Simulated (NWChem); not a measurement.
System: C2H7FN2SW; SMILES C[N](C)[W](=[NH])([F])=[S]

Input file for NWChem:

```
start job
memory heap 200 mb stack 900 mb global 1100 mb
geometry units angstroms noautoz
  W     -0.261623     0.322798     0.000661
  N     -1.151645     0.486776     1.487013
  H     -1.336721     0.884311     2.404115
  S      1.584951     1.420631     0.107927
  F     -1.305741     0.870012    -1.470412
  N      0.146846    -1.553958    -0.113527
  C      1.117136    -1.972582    -1.110543
  C     -0.282584    -2.623459     0.761989
  H      2.056141    -2.306006    -0.632097
  H      0.712000    -2.803358    -1.714250
  H      1.368208    -1.149437    -1.796334
  H     -0.748412    -3.436649     0.177252
  H      0.578299    -3.050534     1.308621
  H     -1.013349    -2.252519     1.489687
end
basis spherical
  W library def2-svp
  N library def2-svp
  H library def2-svp
  S library def2-svp
  F library def2-svp
  C library def2-svp
end
ecp
  W library def2-ecp
end
dft
  xc n12
  iterations 150
  mulliken
end
task dft energy
```

Output (shortened):

```
             Northwest Computational Chemistry Package (NWChem) 7.3.0
             --------------------------------------------------------

 C1  symmetry detected

                             Geometry "geometry" -> ""
                             -------------------------

 Output coordinates in angstroms (scale by  1.889725989 to convert to a.u.)

  No.       Tag          Charge          X              Y              Z
 ---- ---------------- ---------- -------------- -------------- --------------
    1 W                   74.0000    -0.22202880     0.27772204    -0.01277000
    2 N                    7.0000    -1.34097396     0.41281152     1.31311942
    3 H                    1.0000    -1.67889372     0.80061371     2.18992212
    4 S                   16.0000     1.55801906     1.41606527     0.38994968
    5 F                    9.0000    -1.03087862     0.81012988    -1.63017076
    6 N                    7.0000     0.24267220    -1.58867842    -0.06474317
    7 C                    6.0000     1.36878544    -1.97946304    -0.89534897
    8 C                    6.0000    -0.29589110    -2.67275294     0.72866894
    9 H                    1.0000     2.22705100    -2.29457565    -0.27414305
   10 H                    1.0000     1.08428344    -2.81550643    -1.55782625
   11 H                    1.0000     1.70679070    -1.14681323    -1.53045595
   12 H                    1.0000    -0.64372173    -3.49269048     0.07528747
   13 H                    1.0000     0.47657482    -3.08365154     1.40452239
   14 H                    1.0000    -1.14160471    -2.32265654     1.33146191

 Effective nuclear repulsion energy (a.u.)    1271.8102797384

                                 NWChem DFT Module
                                 -----------------

 Summary of "ao basis" -> "ao basis" (spherical)
 ------------------------------------------------------------------------------
       Tag                 Description            Shells   Functions and Types
 ---------------- ------------------------------  ------  ---------------------
 W                          def2-svp                12       32   6s3p2d1f
 N                          def2-svp                 6       14   3s2p1d
 H                          def2-svp                 3        5   2s1p
 S                          def2-svp                 8       18   4s3p1d
 F                          def2-svp                 6       14   3s2p1d
 C                          def2-svp                 6       14   3s2p1d

            General Information
            -------------------
          SCF calculation type: DFT
          Wavefunction type:  closed shell.
          No. of atoms     :    14
          No. of electrons :    72
           Alpha electrons :    36
            Beta electrons :    36
          Charge           :     0
          Spin multiplicity:     1
          Use of symmetry is: off; symmetry adaption is: off
          Maximum number of iterations: 150
          AO basis - number of functions:   155
                     number of shells:    71
          Convergence on energy requested:  1.00D-06
          Convergence on density requested:  1.00D-05
          Convergence on gradient requested:  5.00D-04

              XC Information
              --------------
                          N12 Method XC Functional
                           N12 Exchange Functional  1.000
                         N12 Correlation Potential  1.000

             Grid Information
             ----------------
          Grid used for XC integration:  medium
          Radial quadrature: Mura-Knowles
          Angular quadrature: Lebedev.
          Tag              B.-S. Rad. Rad. Pts. Rad. Cut. Ang. Pts.
          ---              ---------- --------- --------- ---------
          W                   1.35      123          11.0       590
          N                   0.65       49          12.0       434
          H                   0.35       45          13.0       434
          S                   1.00       88          13.0       590
          F                   0.50       49          12.0       434
          C                   0.70       49          12.0       434
          Grid pruning is: on
          Number of quadrature shells:   771
          Spatial weights used:  Erf1

      Superposition of Atomic Density Guess
      -------------------------------------

 Sum of atomic energies:        -757.04938360

      Non-variational initial energy
      ------------------------------

 Total energy =    -752.507190
 1-e energy   =   -1937.285556
 2-e energy   =     740.027437
 HOMO         =      -0.282003
 LUMO         =      -0.009347

     ---------------------------------------------
      Total Density - Mulliken Population Analysis
     ---------------------------------------------

    Atom       Charge   Shell Charges
 -----------   ------   -------------------------------------------------------
    1 W   14    11.46   0.04 -0.35  1.80  0.53  0.40  0.07  5.49  0.57  0.17  2.15  0.46  0.13
    2 N    7     7.99   1.99  1.09  0.57  2.62  1.71  0.01
    3 H    1     0.76   0.59  0.12  0.04
    4 S   16    16.91   2.00  1.99  1.24  0.69  5.94  1.95  3.08  0.02
    5 F    9     9.64   1.99  1.15  0.80  3.53  2.16  0.00
    6 N    7     7.79   1.99  1.03  0.56  2.45  1.74  0.02
    7 C    6     6.01   1.99  0.94  0.19  1.93  0.93  0.04
    8 C    6     6.01   1.99  0.94  0.19  1.94  0.92  0.04
    9 H    1     0.91   0.68  0.21  0.02
   10 H    1     0.91   0.68  0.21  0.02
   11 H    1     0.88   0.68  0.18  0.02
   12 H    1     0.92   0.68  0.21  0.02
   13 H    1     0.92   0.68  0.21  0.02
   14 H    1     0.90   0.68  0.20  0.02

[...]
```

Level: N12/def2-SVP with def2 effective core potentials on W. Coordinates come from a PBE0/def2-SVP optimisation. Not confirmed as a minimum by frequencies. def2 effective core potentials on W; no spin-orbit coupling.
